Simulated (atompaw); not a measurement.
What one change does to a pseudopotential (promethium, PAW (atompaw))

- Element: Pm
- Generator: atompaw 4.2.0.5
- Type: PAW
- Functional: PBE
- Relativity: scalar-relativistic
- Frozen core: [Kr] 4d10
- Valence charge: 15
- Reference configuration: 4f4 5s2 5p6 5d0 6s0 6p0 (charge +3)
- Partial waves: 5s (bound): rc 2.35 bohr; 6s (bound, empty): rc 3.00 bohr; 5p (bound): rc 2.25 bohr; 6p (bound, empty): rc 2.55 bohr; 5d (bound, empty): rc 3.00 bohr; 5d channel at -0.35 Ry: rc 3.00 bohr; 4f (bound): rc 1.35 bohr; 4f channel at -2 Ry: rc 1.35 bohr
- Local potential: bessel scheme, radius 2.45 bohr
- Core correction: smooth core density matched at 2.05 bohr
- Augmentation charge: sinc compensation charge, radius 2.95 bohr; PAW radius 3.00 bohr; waves and projectors: custom polynom2 7 10 vanderbiltortho

Change: local potential troulliermartins scheme with l = 4 at 0 Ry, radius 2.45 bohr.

Cutoffs: the cutoffs (Ry, on a coarse ladder) from which the occupation-weighted sum of valence levels, in a spherical-Bessel basis at the reference potential, stays within 10 and 1 mRy of its value at 400 Ry; they do not see the model core or the augmentation charge, which bear on the density cutoff.

What does the change do?

The range in which the s phases agree narrows (upper end 1.6 → -0.6); the range in which the p phases agree narrows (upper end 3.7 → -0.4); neither file shows a bound ghost.

```csv
quantity,base,changed
bound ghosts,none,none
s: phases at 3.02 bohr within 0.05 rad from the reference energy up to (Ry; the scan ends near 5),1.6,-0.6
p: phases at 3.02 bohr within 0.05 rad from the reference energy up to (Ry; the scan ends near 5),3.7,-0.4
d: phases at 3.02 bohr within 0.05 rad from the reference energy up to (Ry; the scan ends near 5),0.8,4.3
f: phases at 3.02 bohr within 0.05 rad from the reference energy up to (Ry; the scan ends near 5),-0.3,3.4
lowest overlap eigenvalue by channel,"s 0.47, p 0.47, d 0.86, f 1.00","s 0.39, p 0.50, d 0.86, f 0.99"
```

 The cutoffs see the waves, projectors and local potential, not the compensation charge or the core.
